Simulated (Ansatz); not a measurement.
Cost and result for the atomization energy of C2H10GeSi (`C[CH]([SiH3])[GeH3]`) (14 atoms, 13 bonds).

```tsv
atom	x (Å)	y (Å)	z (Å)
C1	-0.6344	1.4509	0.1658
C2	0.2941	0.3090	-0.2564
Si3	-0.5674	-0.9131	-1.3855
Ge4	1.0612	-0.5903	1.3149
H5	-1.0275	1.9902	-0.7013
H6	-0.1208	2.1801	0.7990
H7	-1.4936	1.0782	0.7311
H8	1.1502	0.7098	-0.8123
H9	-1.1149	-0.2184	-2.5847
H10	-1.7010	-1.5571	-0.6661
H11	0.3727	-1.9744	-1.8368
H12	2.0668	-1.6767	0.8955
H13	-0.0646	-1.2390	2.1414
H14	1.7793	0.4508	2.1952
```

Total charge 0; spin multiplicity 1. Correlated methods include outer-core shells of Ge, which these sets cover unevenly. Scalar relativity is left out up to krypton. Geometry: relaxed with PBE0-D4/def2-TZVP. Program: Ansatz. All runs use 2 threads of an AMD EPYC 7R13 on a shared host and a share of an NVIDIA H100 80 GB. Times are those of one run each, without the atoms' runs, and a repeat can differ threefold. Electronic energies, without spin–orbit coupling; frozen cores. CCSD(T)/CBS adds CCSD(T) − MP2 in def2-TZVPP to the MP2 limit, and its time is that of the two runs behind it. T1 = 0.011. With those shells the extrapolation isn't a true limit. B3LYP takes the VWN-RPA correlation (the form of Gaussian; ORCA's B3LYP/G).

CCSD(T)/CBS is a level of theory with its own doubt, some kJ/mol a heavy atom from the limit and from the frozen cores, so smaller differences don't rank the functionals.

```
                             level  functions  wall time
   PBE-D4/def2-TZVPP (with forces)        292      4.5 s
r2SCAN-D4/def2-TZVPP (with forces)        292      4.7 s
                PBE0-D4/def2-TZVPP        292      4.9 s
                 B2PLYP/def2-TZVPP        292        6 s
 B3LYP-D4/def2-TZVPP (with forces)        292      7.5 s
                ωB97X-V/def2-TZVPP        292      9.5 s
  ωB97M-V/def2-TZVPP (with forces)        292       12 s
                    MP2/def2-QZVPP        573       12 s
                CCSD(T)/def2-TZVPP        292       14 s
                 CCSD(T)/CBS(def2)          –       26 s
```

Task: What atomization energy does each give, and how far from CCSD(T)/CBS? (Best estimate.)

Result: The calculation gave: 
```
                             level  atomization (kcal/mol)  difference from CCSD(T)/CBS  per bond
   PBE-D4/def2-TZVPP (with forces)                  1098.4                         -5.1      -0.4
r2SCAN-D4/def2-TZVPP (with forces)                  1100.3                         -3.2      -0.2
                PBE0-D4/def2-TZVPP                  1094.6                         -8.9      -0.7
                 B2PLYP/def2-TZVPP                  1086.1                        -17.4      -1.3
 B3LYP-D4/def2-TZVPP (with forces)                  1098.4                         -5.1      -0.4
                ωB97X-V/def2-TZVPP                  1105.9                          2.4       0.2
  ωB97M-V/def2-TZVPP (with forces)                  1099.5                         -4.0      -0.3
                    MP2/def2-QZVPP                  1090.2                        -13.3      -1.0
                CCSD(T)/def2-TZVPP                  1082.0                        -21.5      -1.7
                 CCSD(T)/CBS(def2)                  1103.5                          0.0       0.0
```

In def2-TZVPP, CCSD(T) changes the Hartree–Fock value by +246.4 kcal/mol (the triples alone add +10.6 kcal/mol) and MP2 by +242.0 kcal/mol; breaking electron pairs costs correlation energy, which Hartree–Fock lacks. From PBE to PBE0 (25 % exact exchange), in def2-TZVPP and without D4, the atomization energy moves by −2.8 kcal/mol: exact exchange takes away binding that semilocal exchange gives to molecules. The D4 term adds +11.8 kcal/mol with B3LYP and +6.2 kcal/mol with PBE0; it sums over pairs of atoms, weighted by their polarisabilities, and B3LYP, whose exchange is more repulsive, gets the larger term.
